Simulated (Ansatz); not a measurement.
`F[SiH](F)[SiH2]Cl`. Charge 0, multiplicity 1. Geometry: relaxed with PBE0-D4/def2-TZVP. It is one conformer, not always the lowest.

```xyz
8

F    -0.612   -2.149    0.067
Si   -0.994   -0.620   -0.146
F    -1.423   -0.441   -1.667
Si    0.889    0.715    0.288
Cl    2.405    0.145   -0.976
H    -2.181   -0.331    0.694
H     0.577    2.146    0.050
H     1.340    0.536    1.690
```

(1) What is the dipole moment at ωB97M-V/def2-TZVPP? (Best estimate.)

(2) And with PBE, r2SCAN, B3LYP? (An estimate is asked.)

(3) Give the Mulliken charges with ωB97M-V, B3LYP, r2SCAN in def2-TZVPP. (Best estimate.)

Results:

(1) Computed: 2.19 D, with components (-0.56, 1.37, 1.61) D in this frame, pointing from negative to positive charge.

(2) The calculation gave: PBE 2.03 D, r2SCAN 2.12 D, B3LYP 2.23 D.

(3) Ansatz gave: 
| atom | ωB97M-V | B3LYP | r2SCAN |
| --- | --- | --- | --- |
| F1 | -0.29 | -0.31 | -0.30 |
| Si2 | 0.67 | 0.73 | 0.74 |
| F3 | -0.29 | -0.31 | -0.30 |
| Si4 | 0.19 | 0.30 | 0.32 |
| Cl5 | -0.20 | -0.23 | -0.24 |
| H6 | -0.05 | -0.09 | -0.10 |
| H7 | -0.01 | -0.05 | -0.06 |
| H8 | -0.01 | -0.05 | -0.06 |

B3LYP here is the variant with VWN-RPA as its local correlation; programs differ in this.
